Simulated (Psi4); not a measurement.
BCl₃, charge -1, doublet, at a GFN2-xTB geometry (a state made from the parent by changing its charge; the spin is typed, not shown lowest) (a gas-phase anion, which may not be bound at this level); HF/def2-SVP (Psi4).

Input for Psi4:
```
memory 2 GB

molecule {
-1 2
B     0.00409589    0.01392452    0.00870572
Cl    1.75461390   -0.24874663   -0.43087965
Cl   -0.68171649   -0.74958120    1.51644082
Cl   -1.07410209    0.99423238   -1.08812167
}

set {
  basis def2-svp
  reference uhf
}

energy('scf')
print_variables()
```

Predict the main parts of the log of this Psi4 run.


```
   => Loading Basis Set <=

    Name: DEF2-SVP
    Role: ORBITAL
    Keyword: BASIS

         ---------------------------------------------------------
                                   SCF
               by Justin Turney, Rob Parrish, Andy Simmonett
                          and Daniel G. A. Smith
                              UHF Reference
         ---------------------------------------------------------

  ==> Geometry <==

    Molecular point group: c1
    Full point group: C1

    Geometry (in Angstrom), charge = -1, multiplicity = 2:

       Center              X                  Y                   Z               Mass
    ------------   -----------------  -----------------  -----------------  -----------------
         B            0.004070297073     0.013837507708     0.008651316898    11.009305360000
         CL           1.754588307073    -0.248833642292    -0.430934053102    34.968852682000
         CL          -0.681742082927    -0.749668212292     1.516386416898    34.968852682000
         CL          -1.074127682927     0.994145367708    -1.088176073102    34.968852682000

  Running in c1 symmetry.

  Rotational constants: A =      0.09662  B =      0.09662  C =      0.04831 [cm^-1]
  Rotational constants: A =   2896.59461  B =   2896.59460  C =   1448.32587 [MHz]
  Nuclear repulsion =  219.224903156845244

  Charge       = -1
  Multiplicity = 2
  Electrons    = 57
  Nalpha       = 29
  Nbeta        = 28

  ==> Algorithm <==

  SCF Algorithm Type is DF.
  DIIS enabled.
  MOM disabled.
  Fractional occupation disabled.
  Guess Type is SAD.
  Energy threshold   = 1.00e-06
  Density threshold  = 1.00e-06
  Integral threshold = 1.00e-12

  ==> Primary Basis <==

  Basis Set: DEF2-SVP
    Blend: DEF2-SVP
    Number of shells: 30
    Number of basis functions: 68
    Number of Cartesian functions: 72
    Spherical Harmonics?: true
    Max angular momentum: 2

   => Loading Basis Set <=

    Name: (DEF2-SVP AUX)
    Role: JKFIT
    Keyword: DF_BASIS_SCF

  ==> Integral Setup <==

  SCF_SUBTYPE=INCORE selected. In-core MEM_DF algorithm will be used.
  Using in-core AOs.

  ==> MemDFJK: Density-Fitted J/K Matrices <==

    J tasked:                   Yes
    K tasked:                   Yes
    wK tasked:                   No
    Algorithm:                 Core
    Schwarz Cutoff:           1E-12
    Mask sparsity (%):       3.2439
    Fitting Condition:        1E-10

   => Auxiliary Basis Set <=

  Basis Set: (DEF2-SVP AUX)
[...]
   @DF-UHF iter   8: -1402.81986169291713   -2.58483e-07   1.81510e-06 DIIS
   @DF-UHF iter   9: -1402.81986174957524   -5.66581e-08   9.74164e-07 DIIS
  Energy and wave function converged.

  ==> Post-Iterations <==

   @Spin Contamination Metric:   1.688198909E-02
   @S^2 Expected:                7.500000000E-01
   @S^2 Observed:                7.668819891E-01
   @S   Expected:                5.000000000E-01
   @S   Observed:                5.000000000E-01

    Orbital Energies [Eh]
    ---------------------

    Alpha Occupied:

[...]
    Alpha Virtual:

[...]
    Beta Occupied:

[...]
      28A     -0.228940

    Beta Virtual:

[...]
      68A      2.137565

    Final Occupation by Irrep:
              A
    DOCC [    28 ]
    SOCC [     1 ]
    NA   [    29 ]
    NB   [    28 ]

  @DF-UHF Final Energy: -1402.81986174957524

   => Energetics <=

    Nuclear Repulsion Energy =            219.2249031568452438
    One-Electron Energy =               -2388.4690282241103887
    Two-Electron Energy =                 766.4242633176900199
    Total Energy =                      -1402.8198617495750113

  UHF NO Occupations:
  HONO-2 :   27  A 1.9988851
  HONO-1 :   28  A 1.9945614
  HONO-0 :   29  A 1.0000000
  LUNO+0 :   30  A 0.0054386
  LUNO+1 :   31  A 0.0011149
  LUNO+2 :   32  A 0.0007280
  LUNO+3 :   33  A 0.0007280

Computation Completed

Properties will be evaluated at   0.000000,   0.000000,   0.000000 [a0]

Properties computed using the SCF density matrix

 Multipole Moments:

 ------------------------------------------------------------------------------------
     Multipole            Electronic (a.u.)      Nuclear  (a.u.)        Total (a.u.)
 ------------------------------------------------------------------------------------

 L = 1.  Multiply by 2.5417464519 to convert [e a0] to [Debye]
 Dipole X            :         -0.0084782           -0.0027086           -0.0111867
 Dipole Y            :         -0.0288226           -0.0092081           -0.0380308
 Dipole Z            :         -0.0180202           -0.0057570           -0.0237772
 Magnitude           :                                                    0.0462259

 ------------------------------------------------------------------------------------

  Variable Map:
  ----------------------------------------------------------------------------
[...]
  Array Variable Map:
  ----------------------------------------------------------------------------
[...]
[...]
```
